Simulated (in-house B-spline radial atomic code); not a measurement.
V⁺ is squeezed into an impenetrable sphere of radius R (the orbitals vanish at R). Method: Dirac-Kohn-Sham LDA VWN5, spherical fractional occupations, Fermi nucleus of rms radius 3.6002 fm. Calculated with a B-spline radial code for spherical atoms.

Energies in eV above the free ion in [Ar] 3d4:

| R (bohr) | highest level (eV) | [Ar] 3d4 | [Ne] 3s2 3p5 3d5 |
| --- | --- | --- | --- |
| 8.11 | -9.2 | 0.008501 | 38.13 |
| 5.59 | -8.66 | 0.2758 | 38.37 |
| 5.35 | -8.5 | 0.382 | 38.47 |
| 4.17 | -6.72 | 1.931 | 40.07 |
| 3.32 | -3.06 | 6.799 | 45.42 |
| 2.89 | 0.934 | 14.1 | 53.48 |
| 2.64 | 4.72 | 22.69 | 62.82 |
| 2.14 | 19.4 | 68.25 | 111 |
| 1.76 | 44.9 | 182.9 | 228.4 |
| 1.56 | 69.3 | 323.8 | 370.5 |

**Question.** Does [Ne] 3s2 3p5 3d5 fall below [Ar] 3d4 under compression?

**Answer.** No, it stays above over the whole range.

The highest level is first positive in the row R = 2.89 bohr, pushed up by confinement above the zero of the free ion's potential. Each configuration is held fixed and needn't be the lowest in the sphere.
